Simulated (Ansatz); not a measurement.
`[SiH3][GeH2][SiH2][SiH2][GeH3]` + `[SiH3]O[SiH3]` → `[SiH3][O][GeH2][SiH3]` + `[SiH3][SiH2][SiH2][GeH3]`  (redistribution)

Calculated with Ansatz (gas phase, PBE0-D4/def2-TZVP geometries, no zero-point term in ΔE). CCSD(T)/CBS is the MP2 limit (def2-TZVPP, def2-QZVPP) plus CCSD(T) − MP2 in def2-TZVPP, frozen cores. DFT in def2-TZVPP. B3LYP here is the variant with VWN-RPA as its local correlation; programs differ in this. For Ge outer-core shells are correlated without core-valence functions, which leaves a few kJ/mol of doubt a bond. Scalar relativity is left out up to krypton. Each species was taken in one conformer, which may not be the lowest.

`[SiH3][GeH2][SiH2][SiH2][GeH3]`:

```xyz
17

Si   -0.143   -1.064   -2.443
Ge    1.609   -0.071   -1.178
Si    0.764    1.760    0.091
Si   -1.186    1.064    1.171
Ge   -0.759   -0.947    2.372
H    -0.766   -0.042   -3.327
H     0.365   -2.181   -3.282
H    -1.184   -1.590   -1.520
H     2.743    0.394   -2.111
H     2.196   -1.120   -0.213
H     1.772    2.198    1.096
H     0.480    2.903   -0.821
H    -1.697    2.108    2.103
H    -2.235    0.798    0.147
H    -2.016   -1.437    3.108
H     0.358   -0.724    3.406
H    -0.301   -2.050    1.402
```

`[SiH3]O[SiH3]`:

Z-matrix (Å, degrees):
```
Si
O 1 1.634
H 1 1.483 2 108.3
H 1 1.487 2 110.2 3 119.9
H 1 1.487 2 110.2 3 -119.9
Si 2 1.634 1 147.6 3 179.6
H 6 1.483 2 108.2 1 -179.7
H 6 1.487 2 110.2 1 60.4
H 6 1.487 2 110.2 1 -59.9
```

`[SiH3][O][GeH2][SiH3]`:

```xyz
12

Si   -2.391    0.455    0.535
O    -0.765    0.360    0.412
Ge    0.332   -0.583   -0.635
Si    2.531    0.055    0.015
H    -2.980   -0.871    0.877
H    -2.718    1.428    1.606
H    -2.999    0.910   -0.747
H     0.027   -2.077   -0.401
H    -0.006   -0.230   -2.099
H     2.709    1.514   -0.196
H     2.743   -0.276    1.447
H     3.518   -0.686   -0.814
```

`[SiH3][SiH2][SiH2][GeH3]`:

```xyz
14

Si    0.635   -1.131    1.971
Si    0.249   -1.594   -0.289
Si   -1.067    0.096   -1.222
Ge   -0.040    2.212   -0.856
H    -0.660   -1.023    2.694
H     1.453   -2.198    2.609
H     1.357    0.164    2.097
H    -0.414   -2.920   -0.433
H     1.553   -1.643   -1.008
H    -2.410    0.092   -0.576
H    -1.253   -0.123   -2.684
H     0.009    2.522    0.649
H    -0.815    3.339   -1.560
H     1.402    2.206   -1.391
```

```tsv
species	B3LYP energy (Eh)
`[SiH3][GeH2][SiH2][SiH2][GeH3]`	-5029.89442
`[SiH3]O[SiH3]`	-657.99231
`[SiH3][O][GeH2][SiH3]`	-2736.22342
`[SiH3][SiH2][SiH2][GeH3]`	-2951.63043
```

Question: Work out ΔE.

Answer: ΔE = (-2736.22342) + (-2951.63043) − (-5029.89442) − (-657.99231) = 0.03288 Eh = +0.89 eV. CCSD(T)/CBS gives +1.00 eV.

Largest T1 diagnostic among the species: 0.013.

From PBE to PBE0 (25 % exact exchange), in def2-TZVPP and without D4, ΔE moves by +0.06 eV. The D4 term adds +0.07 eV with B3LYP and +0.04 eV with PBE0; it sums over pairs of atoms, weighted by their polarisabilities, and B3LYP, whose exchange is more repulsive, gets the larger term.
